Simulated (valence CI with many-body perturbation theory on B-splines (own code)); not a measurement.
# E1 line list for Tl50+

Calculated by configuration interaction combined with many-body perturbation theory (CI+MBPT): three valence electrons over a frozen Dirac-Fock core [Ar] 3d10, radial functions for each j: 11 s, 11 p, 9 d, 7 f, 5 g, 2 h, 1 i, with the one-electron correlation potential Σ1 (screened to all orders), the two-electron term Σ2, the three-electron term Σ3, Breit, model QED; selected single and double excitations, second order for the rest (own B-spline code, finite nucleus).

No measured spectrum was set against this ion. As an estimate, large intervals hold to a few tenths of a per cent, small ones and those within an open d or f shell to about a per cent.

Lines 1 to 50 of 269 in falling wavelength, among levels below 788.47 eV, chosen from the strongest by gf and those to the six lowest levels. Wavelengths and rates use the calculated energies. Electric multipoles are in the length gauge, E1 and E2 with the static RPA response of the core. Weak lines are less certain than strong ones. Lines between different terms over intervals too small for the method are left out, as are lines whose strength nearly cancels. The highest levels of a list are the least certain.

Levels are named by their leading jj configuration (3d3/2^4 stands for four electrons in 3d with j = 3/2), which in mixed levels can hold well under half, so a name can repeat and another be missing. Letters in brackets count levels of one name in rising energy.

| λ vac (Å) | Upper | Lower | A (s⁻¹) | S (a.u.) |
| --- | --- | --- | --- | --- |
| 283.0 | (4s^2 4p3/2) J=3/2 | (4s 4p1/2^2) J=1/2 | 9.19e+06 | 4.11e-04 |
| 129.4 | (4p1/2 4p3/2 4d3/2) J=7/2 | (4s 4p3/2 4d3/2) J=5/2 [b] | 9.88e+09 | 8.45e-02 |
| 124.6 | (4s 4p1/2 4d3/2) J=5/2 | (4s^2 4d3/2) J=3/2 | 1.52e+10 | 8.69e-02 |
| 124.3 | (4s 4p1/2 4p3/2) J=3/2 [a] | (4s^2 4p3/2) J=3/2 | 3.27e+09 | 1.24e-02 |
| 122.2 | (4p1/2 4p3/2 4d5/2) J=9/2 | (4s 4p3/2 4d5/2) J=7/2 [b] | 7.72e+09 | 6.95e-02 |
| 117.4 | (4p1/2 4p3/2 4d5/2) J=7/2 [b] | (4s 4p3/2 4d5/2) J=5/2 [b] | 1.78e+10 | 1.14e-01 |
| 115.7 | (4p1/2 4p3/2^2) J=5/2 | (4s 4p3/2^2) J=3/2 | 1.59e+10 | 7.30e-02 |
| 114.2 | (4s 4p1/2 4f5/2) J=7/2 | (4s^2 4f5/2) J=5/2 | 2.37e+10 | 1.40e-01 |
| 113.8 | (4p1/2^2 4d3/2) J=3/2 | (4s 4p1/2 4d3/2) J=3/2 [b] | 1.80e+10 | 5.23e-02 |
| 113.6 | (4s 4p1/2 4d5/2) J=7/2 | (4s^2 4d5/2) J=5/2 | 2.23e+10 | 1.29e-01 |
| 113.2 | (4s 4p1/2 4p3/2) J=5/2 | (4s^2 4p3/2) J=3/2 | 1.92e+10 | 8.24e-02 |
| 112.8 | (4p1/2 4p3/2 4d3/2) J=5/2 [b] | (4s 4p3/2 4d3/2) J=5/2 [b] | 9.25e+09 | 3.93e-02 |
| 111.8 | (4p1/2^2 4d3/2) J=3/2 | (4s 4p1/2 4d3/2) J=1/2 | 1.59e+10 | 4.38e-02 |
| 111.6 | (4s 4p1/2 4f7/2) J=9/2 | (4s^2 4f7/2) J=7/2 | 2.81e+10 | 1.93e-01 |
| 111.4 | (4p1/2 4p3/2 4d5/2) J=9/2 | (4s 4p3/2 4d5/2) J=7/2 [a] | 1.35e+10 | 9.18e-02 |
| 110.0 | (4p1/2^2 4p3/2) J=3/2 | (4s 4p1/2 4p3/2) J=1/2 | 1.38e+10 | 3.63e-02 |
| 109.7 | (4p1/2 4p3/2 4d5/2) J=3/2 [b] | (4s 4p3/2 4d5/2) J=3/2 [b] | 1.97e+10 | 5.14e-02 |
| 109.5 | (4s 4p1/2 4f7/2) J=7/2 [b] | (4s^2 4f7/2) J=7/2 | 2.47e+10 | 1.28e-01 |
| 109.1 | (4p1/2 4p3/2 4d3/2) J=5/2 [a] | (4s 4p3/2 4d3/2) J=5/2 [a] | 1.77e+10 | 6.81e-02 |
| 109.1 | (4p1/2 4p3/2 4d5/2) J=1/2 | (4s 4p3/2 4d5/2) J=3/2 [b] | 3.27e+10 | 4.19e-02 |
| 108.9 | (4p1/2 4p3/2 4d3/2) J=5/2 [a] | (4s 4p3/2 4d3/2) J=3/2 [a] | 1.03e+10 | 3.94e-02 |
| 108.6 | (4s 4p1/2 4f5/2) J=5/2 [b] | (4s^2 4f5/2) J=5/2 | 2.41e+10 | 9.16e-02 |
| 108.5 | (4s 4p1/2 4d3/2) J=1/2 | (4s^2 4d3/2) J=3/2 | 2.77e+10 | 3.49e-02 |
| 108.2 | (4s 4p1/2 4f7/2) J=5/2 | (4s^2 4f7/2) J=7/2 | 2.69e+10 | 1.01e-01 |
| 107.8 | (4p1/2^2 4p3/2) J=3/2 | (4s 4p1/2 4p3/2) J=3/2 [b] | 2.18e+10 | 5.40e-02 |
| 107.7 | (4s 4p1/2 4f5/2) J=3/2 | (4s^2 4f5/2) J=5/2 | 2.54e+10 | 6.26e-02 |
| 107.5 | (4s 4p1/2^2) J=1/2 | (4s^2 4p1/2) J=1/2 | 4.34e+10 | 5.32e-02 |
| 107.0 | (4s 4p1/2 4d5/2) J=5/2 [b] | (4s^2 4d5/2) J=5/2 | 2.23e+10 | 8.10e-02 |
| 106.8 | (4p1/2 4p3/2 4d3/2) J=3/2 [a] | (4s 4p3/2 4d3/2) J=3/2 [a] | 1.96e+10 | 4.71e-02 |
| 106.7 | (4s 4p1/2 4d3/2) J=3/2 [b] | (4s^2 4d3/2) J=3/2 | 1.84e+10 | 4.42e-02 |
| 106.7 | (4p1/2 4p3/2 4d3/2) J=1/2 [a] | (4s 4p3/2 4d3/2) J=1/2 [a] | 2.90e+10 | 3.48e-02 |
| 106.3 | (4p1/2 4p3/2 4d5/2) J=5/2 [a] | (4s 4p3/2 4d5/2) J=3/2 [a] | 2.25e+10 | 7.99e-02 |
| 106.0 | (4p1/2^2 4d5/2) J=5/2 | (4s 4p1/2 4d5/2) J=3/2 | 2.60e+10 | 9.17e-02 |
| 105.6 | (4p1/2 4p3/2 4d5/2) J=3/2 [b] | (4s 4p3/2 4d5/2) J=1/2 | 2.44e+10 | 5.67e-02 |
| 105.4 | (4s 4p1/2 4d5/2) J=3/2 | (4s^2 4d5/2) J=5/2 | 2.91e+10 | 6.73e-02 |
| 105.4 | (4p1/2 4p3/2 4d3/2) J=3/2 [b] | (4s 4p3/2 4d3/2) J=3/2 [b] | 1.46e+10 | 3.37e-02 |
| 105.3 | (4p1/2 4p3/2 4d5/2) J=7/2 [b] | (4s 4p3/2 4d5/2) J=7/2 [b] | 1.06e+10 | 4.87e-02 |
| 104.9 | (4p1/2 4p3/2 4d3/2) J=7/2 | (4s 4p3/2 4d3/2) J=7/2 | 2.13e+10 | 9.70e-02 |
| 104.4 | (4p1/2^2 4d5/2) J=5/2 | (4s 4p1/2 4d5/2) J=5/2 [b] | 3.30e+10 | 1.11e-01 |
| 104.1 | (4p1/2 4p3/2 4d5/2) J=5/2 [b] | (4s 4p3/2 4d5/2) J=7/2 [b] | 2.10e+10 | 7.00e-02 |
| 104.1 | (4p1/2 4p3/2^2) J=1/2 | (4s 4p3/2^2) J=1/2 | 5.00e+10 | 5.57e-02 |
| 101.9 | (4p1/2 4p3/2 4d5/2) J=3/2 [a] | (4s 4p3/2 4d5/2) J=5/2 [a] | 4.53e+10 | 9.47e-02 |
| 100.8 | (4s 4p1/2 4p3/2) J=3/2 [b] | (4s^2 4p3/2) J=3/2 | 2.82e+10 | 5.69e-02 |
| 100.7 | (4p1/2 4p3/2 4d5/2) J=5/2 [a] | (4s 4p3/2 4d5/2) J=5/2 [a] | 2.88e+10 | 8.71e-02 |
| 98.87 | (4s 4p1/2 4p3/2) J=1/2 | (4s^2 4p3/2) J=3/2 | 3.60e+10 | 3.44e-02 |
| 98.82 | (4p1/2^2 4d5/2) J=5/2 | (4s 4p1/2 4d5/2) J=7/2 | 6.82e+10 | 1.95e-01 |
| 98.67 | (4p1/2^2 4d3/2) J=3/2 | (4s 4p1/2 4d3/2) J=5/2 | 7.50e+10 | 1.42e-01 |
| 97.15 | (4p1/2 4p3/2 4d5/2) J=7/2 [b] | (4s 4p3/2 4d5/2) J=7/2 [a] | 1.69e+10 | 6.12e-02 |
| 96.99 | (4p1/2 4p3/2 4d5/2) J=7/2 [a] | (4s 4p3/2 4d5/2) J=9/2 | 5.62e+10 | 2.02e-01 |
| 96.75 | (4p1/2 4p3/2^2) J=3/2 | (4s 4p3/2^2) J=5/2 | 5.64e+10 | 1.01e-01 |
